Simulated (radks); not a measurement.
Values are calculated unless marked as measured or tabulated.
Spherical quantum dot in the effective-mass picture: electrons in a parabolic well V = omega^2 r^2 / 2 with omega = 0.262, all in effective atomic units (hartree* = m*/eps^2 hartree, bohr* = eps/m* bohr), one dielectric constant everywhere. Level of theory: non-relativistic Kohn-Sham, LDA (Slater exchange, Perdew-Wang correlation), spin-polarised, spherical densities (a radial shooting solver with Libxc functionals). Levels are named by radial order and angular momentum (1s, 1p, 1d, 2s, ...), and open shells are averaged over m. Results are scaled to m* = 0.629 and eps = 15.9, for which hartree* = 67.7 meV and bohr* = 1.338 nm.

N = 34, configuration 1s2 1p6 1d10 2s2 1f14. This is the lowest configuration that the search found. Occupied and some empty levels:

level  occupation  eigenvalue (meV)  <r> (nm)
1s              2            416.37     5.888
1p              6            420.87     7.342
1d             10            426.00     8.208
2s              2            427.19     6.680
1f             14            431.91     8.817
2p              0            434.73     7.219
1g              0            438.58     9.296
2d              0            442.91     7.872

Energy (meV): total 8837.48, kinetic 403.01, external 3095.7, Hartree 5829.7, exchange-correlation -490.93.

Electron density:

r (nm)  n(r) (e/nm^3)
1.18         0.008285
2.44         0.006700
3.70         0.005609
4.96         0.005961
6.23         0.007285
7.49         0.008032
8.75         0.006807
10.0         0.003912
11.3         0.001364
12.5        0.0002696
13.8       0.00002917
15.1        1.775e-06
16.3        6.141e-08
